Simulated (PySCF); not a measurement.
B3LYP has the VWN-RPA correlation part, as in Gaussian. Excitations are Tamm–Dancoff values on a coarser integration grid. The basis has no diffuse functions, so Rydberg states are missing or too high.

Cartesian coordinates (Å):
```xyz
15

O     -3.3696     0.4561    -1.1619
Si    -1.9730    -0.2209    -0.5769
Si    -0.5361     1.3272     0.4516
Si     1.3158     0.1961     1.3442
Si     2.2473    -1.2001    -0.2926
H     -3.2960     1.1798    -1.7887
H     -1.2073    -0.8966    -1.6587
H     -2.4118    -1.2445     0.3966
H     -0.0523     2.2937    -0.5716
H     -1.2443     2.0975     1.5067
H      2.3341     1.1605     1.8342
H      0.8733    -0.6334     2.4947
H      2.5666    -0.4117    -1.5079
H      3.4879    -1.8545     0.1897
H      1.2654    -2.2493    -0.6593
```
Charge 0, multiplicity 1.

Question: Predict the brightest of the four lowest singlets (TDA), HOMO–LUMO gap and T1 excitation (TDA) from B3LYP-D3(BJ)/def2-TZVP run with PySCF.

Answer: 
| Quantity | Value |
|---|---|
| brightest of the four lowest singlets (TDA) | 5.68 eV |
| HOMO–LUMO gap | 6.52 eV |
| T1 excitation (TDA) | 4.99 eV |
